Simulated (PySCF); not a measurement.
# Static response to an electric field

Species: tert-butyl isocyanate, C₅H₉NO.
Cartesian coordinates in Å at the GFN2-xTB level; atoms count from 1:
```
atom  x, y, z in Å
C1    -0.1993   -0.8177    1.2383
C2    -0.0741   -0.0273   -0.0680
C3    -0.1327    1.4784    0.2086
C4    -1.1746   -0.4354   -1.0488
N5     1.1722   -0.3446   -0.6940
C6     2.3536   -0.3349   -0.5953
O7     3.5083   -0.4096   -0.6862
H8    -0.1256   -1.8847    1.0419
H9    -1.1589   -0.6127    1.7056
H10    0.5933   -0.5380    1.9289
H11   -1.0912    1.7370    0.6509
H12    0.6599    1.7699    0.8944
H13   -0.0117    2.0369   -0.7166
H14   -1.1105   -1.4993   -1.2615
H15   -1.0645    0.1093   -1.9830
H16   -2.1520   -0.2184   -0.6269
```

Level: CAM-B3LYP/def2-SVPD (PySCF), static field, nuclei fixed, core orbitals frozen in the response. The polarisability tensor in these axes (au):

```
x   86.64 -1.48 -1.66
y   -1.48 61.46 -0.02
z   -1.66 -0.02 61.26
```

**Question.** What are the eigenvalues, a third of the trace, and Δα (Δα² = ½Σ(αi − αj)² over the three pairs)?

**Answer.** Principal values 61.10, 61.43 and 86.83 au; mean 69.79 au = 10.34 Å³ = 11.51 × 10⁻⁴⁰ C²·m²/J; Δα = 25.57 au (37 % of the mean).

**Question.** What is the dipole moment, and where does it point?

**Answer.** (-3.12, 0.58, 1.08) D, 3.35 D in size, pointing from the negative to the positive side. Measured along this direction, the outermost atoms are O7 at the negative end and H16 at the positive end.

**Question.** In a dilute gas of rigid molecules at 400 K, how does the orientational term μ²/3kT compare with the electronic polarisability?

**Answer.** In Gaussian units μ²/3kT = 67.72 Å³ against 10.34 Å³, a ratio of 6.55; the Debye molar polarisation (4π/3)N_A(α + μ²/3kT) is 196.9 cm³/mol, leaving out the vibrational part.

**Question.** What depolarisation ratio follows for Rayleigh scattering of linearly polarised light, taking the static tensor?

**Answer.** ρ = 3Δα²/(45ᾱ² + 4Δα²) = 1961.1/(219160 + 2614.8) = 0.00884.

**Question.** Find the Langevin capture rate constant for O2+ (31.990 u) meeting this molecule (99.068 u), k = 2.342 × 10⁻⁹ cm³/s × √(α in Å³ / reduced mass in u).

**Answer.** The reduced mass is 24.18 u, so k = 1.53 × 10⁻⁹ cm³/s. The formula leaves out the permanent dipole, which adds to the capture rate.

**Question.** Molar refractivity from α?

**Answer.** Lorentz–Lorenz: R = (4π/3)N_A α = 2.5225 cm³/(mol·Å³) × 10.34 Å³ = 26.1 cm³/mol, in the limit of long wavelengths.

Isolated species at its GFN2-xTB geometry, gas phase.
